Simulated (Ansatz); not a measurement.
A run for Ansatz (a quantum-chemistry and plane-wave program): R-CCSD(T)/cc-pV(Q+d)Z on H6OSi2 (SMILES [SiH3]O[SiH3]). The basis file is the Basis Set Exchange's JSON of that set.

Ansatz 0.2 input:
```yaml
crystal:
  periodic: [false, false, false]
  atoms:
    - {symbol: Si, position_ang: [1.59389771, -0.31811528, 0.08450649]}
    - {symbol: O, position_ang: [-0.00003813, 0.00001461, 0.00007268]}
    - {symbol: Si, position_ang: [-1.59394629, 0.31810515, -0.08448837]}
    - {symbol: H, position_ang: [2.03951332, -0.96080982, -1.17266195]}
    - {symbol: H, position_ang: [2.34263767, 0.94380501, 0.28209376]}
    - {symbol: H, position_ang: [1.85927491, -1.22869396, 1.22139533]}
    - {symbol: H, position_ang: [-2.30178318, -0.39827427, 1.00079640]}
    - {symbol: H, position_ang: [-2.12126519, -0.13038761, -1.39325561]}
    - {symbol: H, position_ang: [-1.81839083, 1.77425617, 0.06154126]}
basis:
  gaussian:
    orbitals: cc-pV_Q+d_Z.json
magnetization: {spin_polarized: false}
correlation: {method: ccsd_t, electrons: outside_noble_gas}
scf: {lower_state_search: off}
```

Program output:

```
WARN ansatz: RAYON_NUM_THREADS=4 ignored (pool sized by the plan → 4); use --threads N
Functional definition: HF
these checks for a lower state are left out or cut short: stability, starts, cluster_reference, orbital_swaps, neighbouring_geometries, increment
integrals: 4.68 GiB planned
2150 factors; integrals over basis functions are off by at most 7.5e-4 eV
mean field: 1.78 GiB planned
mean field evaluation 1: about -17858.1338 eV, gradient 3.7e1 eV
mean field evaluation 2: about -17858.2385 eV, gradient 3.7e1 eV
mean field evaluation 4: about -17861.2114 eV, gradient 3.3e0 eV
mean field evaluation 8: about -17861.2560 eV, gradient 7.8e-2 eV
mean field -17861.25605103 eV, -656.3890530813 hartree, gradient 1.6e-6 eV, S^2 0.000000; 0 other end points of the search recorded, 0 dependent functions left out
11 core orbitals not correlated
reference -17861.25605103 eV, -656.3890530813 hartree; 10, 10 occupied and 342, 342 virtual orbitals, 2150 factors
second order -14.36075466 eV of doubles, -0.00000000 eV of singles
coupled cluster: 5.82 GiB planned
cycle   1  -14.88298341 eV  change   -5.2e-1 eV  update   8.5e-2
cycle   2  -15.32044548 eV  change   -4.4e-1 eV  update   2.6e-2
cycle   3  -15.40165081 eV  change   -8.1e-2 eV  update   1.2e-2
cycle   4  -15.39074604 eV  change    1.1e-2 eV  update   2.4e-3
cycle   5  -15.39081071 eV  change   -6.5e-5 eV  update   9.2e-4
cycle   6  -15.39089642 eV  change   -8.6e-5 eV  update   2.2e-4
cycle   7  -15.39076036 eV  change    1.4e-4 eV  update   6.4e-5
cycle   8  -15.39075461 eV  change    5.8e-6 eV  update   1.7e-5
perturbative correction -0.50118704 eV, -0.0184182839 hartree
Total energy: -17877.14799268 eV, -656.9730711649 hartree
Checks for a lower state left out: stability, starts, cluster_reference, orbital_swaps, neighbouring_geometries, increment
```

Self-consistency was reached.

Cost: about 80 core-minutes (a rough figure).
